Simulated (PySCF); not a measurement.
H9GeNSi2, singlet, geometry from GFN2-xTB; PySCF with CASSCF(6,4)/STO-3G.

Here is a job for PySCF.
```python
from pyscf import gto, scf, mcscf
import numpy

mol = gto.M(
    atom='''
Si    2.147462   -0.001325    0.641456
N     2.039814    1.153437   -0.634208
Si    0.119597   -1.113555    0.583700
Ge   -1.550561    0.199222   -0.409003
H     3.327445   -0.797416    0.292243
H     2.429031    0.589078    1.966823
H     1.202972    1.707193   -0.735032
H     2.843856    1.711309   -0.872339
H     0.160090   -2.389558   -0.142233
H    -0.356203   -1.470796    1.928399
H    -2.981515   -0.252245   -0.314430
H    -1.391182    0.456751   -1.882669
H    -1.634066    1.604837    0.134598
''',
    basis='sto-3g',
    charge=0,
    spin=0,
    verbose=4,
)

mf = scf.RHF(mol)
mf.kernel()
mc = mcscf.CASSCF(mf, 4, 6)
mc.fix_spin_(ss=0.0)
mc.kernel()
occ = numpy.linalg.eigvalsh(mc.fcisolver.make_rdm1(mc.ci, mc.ncas, mc.nelecas))[::-1]
ss = mc.fcisolver.spin_square(mc.ci, mc.ncas, mc.nelecas)[0]
print('natural occupations', occ.round(4), ' <S^2>', round(ss, 4))
```

Output, abridged:

```
PySCF version 2.14.0

[INPUT] verbose = 4
[INPUT] num. atoms = 13
[INPUT] num. electrons = 76
[INPUT] charge = 0
[INPUT] spin (= nelec alpha-beta = 2S) = 0
[INPUT] symmetry False subgroup None
[INPUT] Mole.unit = angstrom
[INPUT] Symbol           X                Y                Z      unit          X                Y                Z       unit  Magmom
[...]
nuclear repulsion = 417.439764178644
number of shells = 30
number of NR pGTOs = 150
number of NR cGTOs = 50
basis = sto-3g
ecp = {}

******** <class 'pyscf.scf.hf.RHF'> ********
method = RHF
initial guess = minao
damping factor = 0
level_shift factor = 0
DIIS = <class 'pyscf.scf.diis.CDIIS'>
diis_start_cycle = 1
diis_space = 8
diis_damp = 0
SCF conv_tol = 1e-09
SCF conv_tol_grad = None
SCF max_cycles = 50
direct_scf = True
direct_scf_tol = 1e-13
Set gradient conv threshold to 3.16228e-05
Initial guess from minao.
init E= -2678.9060949899
[...]
cycle= 1 E= -2681.88815402464  delta_E= -2.98  |g|= 0.506  |ddm|= 3.86
[...]
cycle= 2 E= -2681.98747203953  delta_E= -0.0993  |g|= 0.0899  |ddm|= 0.983
[...]
cycle= 3 E= -2681.99077339583  delta_E= -0.0033  |g|= 0.0215  |ddm|= 0.168
[...]
cycle= 4 E= -2681.99103903228  delta_E= -0.000266  |g|= 0.00487  |ddm|= 0.0496
[...]
cycle= 5 E= -2681.9910587063  delta_E= -1.97e-05  |g|= 0.000779  |ddm|= 0.0172
[...]
cycle= 6 E= -2681.99105923636  delta_E= -5.3e-07  |g|= 0.000111  |ddm|= 0.00296
[...]
cycle= 7 E= -2681.99105924714  delta_E= -1.08e-08  |g|= 2.57e-05  |ddm|= 0.000405
[...]
cycle= 8 E= -2681.99105924775  delta_E= -6.04e-10  |g|= 4.8e-06  |ddm|= 0.000102
[...]
Extra cycle  E= -2681.99105924776  delta_E= -1.05e-11  |g|= 2.01e-06  |ddm|= 1.15e-05
converged SCF energy = -2681.99105924776

******** <class 'pyscf.mcscf.mc1step.CASSCF'> ********
CAS (3e+3e, 4o), ncore = 35, nvir = 11
max_cycle_macro = 50
max_cycle_micro = 4
conv_tol = 1e-07
conv_tol_grad = None
orbital rotation max_stepsize = 0.02
orbital rotation threshold for CI restart = 0.01
augmented hessian ah_max_cycle = 30
augmented hessian ah_conv_tol = 1e-12
augmented hessian ah_linear dependence = 1e-14
augmented hessian ah_level shift = 1e-08
augmented hessian ah_start_tol = 2.5
augmented hessian ah_start_cycle = 3
augmented hessian ah_grad_trust_region = 3
kf_trust_region = 3
kf_interval = 4
ci_response_space = 4
ci_grad_trust_region = 3
with_dep4 0
natorb = False
canonicalization = True
sorting_mo_energy = False
ao2mo_level = 2
internal_rotation = False
******** <class 'pyscf.fci.addons.SpinPenaltyFCISolver'> ********
max. cycles = 50
conv_tol = 1e-08
davidson only = True
linear dependence = 1e-12
level shift = 0.001
max iter space = 12
nroots = 1
pspace_size = 400
spin = None
CASCI E = -2681.99400901980  S^2 = 0.0000000
Set conv_tol_grad to 0.000316228
macro iter   1 ( 21 JK    4 micro), CASSCF E = -2681.99873866383  dE = -4.72964403e-03  S^2 = 0.0000000
               |grad[o]|=0.00583  |grad[c]|=0.0269  |ddm|=0.0181  |maxRot[o]|=0.283
macro iter   2 ( 17 JK    4 micro), CASSCF E = -2682.00092018080  dE = -2.18151697e-03  S^2 = 0.0000000
               |grad[o]|=0.0065  |grad[c]|=0.0273  |ddm|=0.0105  |maxRot[o]|=0.223
macro iter   3 ( 17 JK    4 micro), CASSCF E = -2682.00111539761  dE = -1.95216811e-04  S^2 = 0.0000000
               |grad[o]|=0.00255  |grad[c]|=0.0256  |ddm|=0.00498  |maxRot[o]|= 0.15
macro iter   4 (  7 JK    2 micro), CASSCF E = -2682.00119211133  dE = -7.67137253e-05  S^2 = 0.0000000
               |grad[o]|=0.00251  |grad[c]|=0.00314  |ddm|=0.00123  |maxRot[o]|=0.0492
macro iter   5 (  7 JK    2 micro), CASSCF E = -2682.00121242668  dE = -2.03153509e-05  S^2 = 0.0000000
               |grad[o]|=0.00149  |grad[c]|=0.000377  |ddm|=0.00285  |maxRot[o]|=0.0699
macro iter   6 (  7 JK    2 micro), CASSCF E = -2682.00124425141  dE = -3.18247285e-05  S^2 = 0.0000000
               |grad[o]|=0.00129  |grad[c]|=0.00147  |ddm|=0.0034  |maxRot[o]|=0.0684
macro iter   7 (  7 JK    2 micro), CASSCF E = -2682.00129106687  dE = -4.68154612e-05  S^2 = 0.0000000
[...]
macro iter  11 (  7 JK    2 micro), CASSCF E = -2682.00145700541  dE = -2.71215536e-05  S^2 = 0.0000000
               |grad[o]|=0.000518  |grad[c]|=0.00031  |ddm|=0.00107  |maxRot[o]|=0.0695
macro iter  12 (  6 JK    1 micro), CASSCF E = -2682.00146949802  dE = -1.24926132e-05  S^2 = 0.0000000
               |grad[o]|=0.000282  |grad[c]|=0.00564  |ddm|=0.000865  |maxRot[o]|=0.0596
macro iter  13 (  7 JK    2 micro), CASSCF E = -2682.00147990504  dE = -1.04070145e-05  S^2 = 0.0000000
               |grad[o]|=0.000586  |grad[c]|=0.0115  |ddm|=0.000631  |maxRot[o]|=0.0698
macro iter  14 (  7 JK    2 micro), CASSCF E = -2682.00149134082  dE = -1.14357804e-05  S^2 = 0.0000000
               |grad[o]|=0.000319  |grad[c]|=0.0109  |ddm|=0.000507  |maxRot[o]|=0.0698
macro iter  15 (  7 JK    2 micro), CASSCF E = -2682.00150465502  dE = -1.33142048e-05  S^2 = 0.0000000
               |grad[o]|=0.000391  |grad[c]|=0.011  |ddm|=0.000497  |maxRot[o]|=0.0698
macro iter  16 (  7 JK    2 micro), CASSCF E = -2682.00151868880  dE = -1.40337811e-05  S^2 = 0.0000000
               |grad[o]|=0.000299  |grad[c]|=0.0118  |ddm|=0.000487  |maxRot[o]|=0.0698
macro iter  17 (  7 JK    2 micro), CASSCF E = -2682.00153234848  dE = -1.36596764e-05  S^2 = 0.0000000
               |grad[o]|=0.000324  |grad[c]|=0.0127  |ddm|=0.000471  |maxRot[o]|=0.0698
macro iter  18 (  7 JK    2 micro), CASSCF E = -2682.00154429331  dE = -1.19448332e-05  S^2 = 0.0000000
               |grad[o]|=0.000234  |grad[c]|=0.0137  |ddm|=0.000448  |maxRot[o]|=0.0698
macro iter  19 (  7 JK    2 micro), CASSCF E = -2682.00155346946  dE = -9.17614807e-06  S^2 = 0.0000000
               |grad[o]|=0.000233  |grad[c]|=0.0147  |ddm|=0.000439  |maxRot[o]|=0.0698
macro iter  20 (  7 JK    2 micro), CASSCF E = -2682.00155880557  dE = -5.33610591e-06  S^2 = 0.0000000
               |grad[o]|=0.000125  |grad[c]|=0.0156  |ddm|=0.000444  |maxRot[o]|=0.0698
macro iter  21 (  7 JK    2 micro), CASSCF E = -2682.00156000051  dE = -1.19494689e-06  S^2 = 0.0000000
               |grad[o]|=0.000224  |grad[c]|=0.00528  |ddm|=0.000135  |maxRot[o]|=0.0377
macro iter  22 (  7 JK    2 micro), CASSCF E = -2682.00156151010  dE = -1.50958567e-06  S^2 = 0.0000000
               |grad[o]|=0.000311  |grad[c]|=0.0037  |ddm|=0.000126  |maxRot[o]|=0.0321
macro iter  23 ( 12 JK    3 micro), CASSCF E = -2682.00155905405  dE =  2.45604497e-06  S^2 = 0.0000000
               |grad[o]|=0.000224  |grad[c]|=0.0136  |ddm|=0.000689  |maxRot[o]|=0.0835
macro iter  24 ( 21 JK    4 micro), CASSCF E = -2682.00155925147  dE = -1.97411282e-07  S^2 = 0.0000000
               |grad[o]|=0.000743  |grad[c]|=0.000207  |ddm|=0.00015  |maxRot[o]|=0.0241
macro iter  25 (  7 JK    2 micro), CASSCF E = -2682.00156148372  dE = -2.23225879e-06  S^2 = 0.0000000
               |grad[o]|=0.000512  |grad[c]|=0.00302  |ddm|=0.000275  |maxRot[o]|=0.0358
macro iter  26 ( 12 JK    3 micro), CASSCF E = -2682.00155746667  dE =  4.01705620e-06  S^2 = 0.0000000
               |grad[o]|=0.000461  |grad[c]|=0.00273  |ddm|=0.000484  |maxRot[o]|=0.0401
macro iter  27 (  7 JK    2 micro), CASSCF E = -2682.00155979138  dE = -2.32471530e-06  S^2 = 0.0000000
               |grad[o]|=0.000216  |grad[c]|=0.000355  |ddm|=0.000102  |maxRot[o]|=0.0155
macro iter  28 (  6 JK    1 micro), CASSCF E = -2682.00156195104  dE = -2.15965247e-06  S^2 = 0.0000000
               |grad[o]|=0.000148  |grad[c]|=0.00234  |ddm|=0.000338  |maxRot[o]|=0.0331
macro iter  29 (  8 JK    2 micro), CASSCF E = -2682.00156196232  dE = -1.12845555e-08  S^2 = 0.0000000
               |grad[o]|=0.000175  |grad[c]|=1.85e-05  |ddm|=1.05e-05  |maxRot[o]|=0.00185
1-step CASSCF converged in  29 macro (260 JK  66 micro) steps
CASSCF canonicalization
Density matrix diagonal elements [1.99185    1.99269225 1.9951127  0.02034505]
CASSCF energy = -2682.00156196232
CASCI E = -2682.00156196232  E(CI) = -16.7842361823605  S^2 = 0.0000000
natural occupations [2.     1.9996 1.9801 0.0203]  <S^2> 0.0
```
